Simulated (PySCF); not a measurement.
# Stretching one bond of AlClH

All numbers below are calculated, not measured. They come from PySCF 2.14.0, an open-source quantum chemistry program, on an isolated molecule that a program drew, which may never have been made. The molecule is AlClH (charge 0, doublet), drawn as the SMILES string `[AlH][Cl]`.

The structure below is the HF double-zeta minimum with every atom moved a little at random, so it isn't optimised. Bond Al1-Cl2 is then set to each length in the table by shifting atom 2 along it, with nothing else relaxed.
```xyz
3
AlClH, angstrom
Al   -0.8139    1.2274    0.6786
Cl   -2.0543    2.4960    1.8528
H     0.6615    1.7660    0.4107
```

E is the energy above the same method's energy at the HF double-zeta minimum. IE is the energy to remove one electron at fixed geometry, to the singlet state of charge +1, as a difference of total energies. The basis family is cc-pV(n+d)Z, with UHF for radicals and no spin-orbit coupling. Best is HF at quadruple zeta, plus MP2 correlation extrapolated from triple and quadruple zeta, plus CCSD(T) minus MP2 at triple zeta, with a frozen core. The other columns are at triple zeta.

| bond (Å) | E CCSD (kcal/mol) | E HF (kcal/mol) | E CCSD(T) (kcal/mol) | E best (kcal/mol) | IE CCSD (eV) | IE HF (eV) | IE CCSD(T) (eV) | IE best (eV) | T1 |
|---|---|---|---|---|---|---|---|---|---|
| 1.9866 | 3.58 | 3.56 | 3.67 | 3.23 | 8.018 | 7.932 | 8.006 | 8.059 | 0.013 |
| 2.0756 | ? | ? | ? | ? | ? | ? | ? | ? | ? |
| 2.1276 | -0.02 | 0.00 | -0.02 | -0.03 | 8.274 | 8.216 | 8.254 | 8.310 | 0.013 |
| 2.1756 | 0.52 | 0.56 | 0.48 | 0.58 | 8.358 | 8.309 | 8.334 | 8.392 | 0.013 |
| 2.2086 | 1.26 | 1.32 | 1.20 | 1.37 | 8.414 | 8.373 | 8.388 | 8.448 | 0.014 |

T1 is the CCSD diagnostic of the starting molecule.

**Estimate the best E and IE at 2.0756 Å from the other rows.**

A cubic in the inverse of the bond length through the other values of E best gives 0.18 kcal/mol there. A least-squares quadratic in the bond length through IE best gives 8.219 eV. The calculation gives 0.16 kcal/mol and 8.219 eV, so the fits miss by 0.02 kcal/mol and 0.000 eV. The same recipe one zeta lower moves these two values by 0.23 kcal/mol and 0.04 eV, a gauge of their own error. The rest of the row: E is 0.28 (CCSD), 0.27 (HF), 0.31 (CCSD(T)); IE is 8.181 (CCSD), 8.112 (HF), 8.164 (CCSD(T)); T1 is 0.013.
